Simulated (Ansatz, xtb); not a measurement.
**Isomers of C5H3NS in order of energy**

3 gas-phase structures of C5H3NS, from a drawn sample of its isomers (lower ones may exist). Each was relaxed with GFN2-xTB:

A. `C#Cc1cscn1`, a singlet
B. `C#Cc1nccs1`, a singlet
C. `C#Cc1cncs1`, a singlet

Estimate their order in r2SCAN-D4/def2-SVP//GFN2-xTB energy at these geometries, lowest first.

Calculated order at r2SCAN-D4/def2-SVP//GFN2-xTB: C (0.000), B (0.046), A (0.078) eV. Less than 1 kcal/mol parts B and A, so the order within that pair means little.

Energies above the lowest of each column, in eV; the last columns are at r2SCAN-D4/def2-SVP geometries:

| structure | GFN2-xTB | HF/STO-3G | r2SCAN-D4/def2-SVP//GFN2-xTB | r2SCAN-D4/def2-SVP | CCSD(T)/def2-SVP + ΔMP2/def2-TZVPP |
| --- | --- | --- | --- | --- | --- |
| C | 0.000 | 0.000 | 0.000 | 0.000 | 0.000 |
| B | 0.013 | 0.077 | 0.046 | 0.045 | 0.039 |
| A | 0.060 | 0.034 | 0.078 | 0.078 | 0.016 |

Every level run on C puts it lowest or level with the lowest. CCSD(T)/def2-SVP + ΔMP2/def2-TZVPP orders those it was run on as C (0.000), A (0.016), B (0.039) eV. Less than 1 kcal/mol parts C and A; A and B, so the order within those pairs means little. ΔMP2 is the change of the MP2 energy from the smaller to the larger basis.

Programs: Ansatz 0.2.0, xtb 6.7.1.
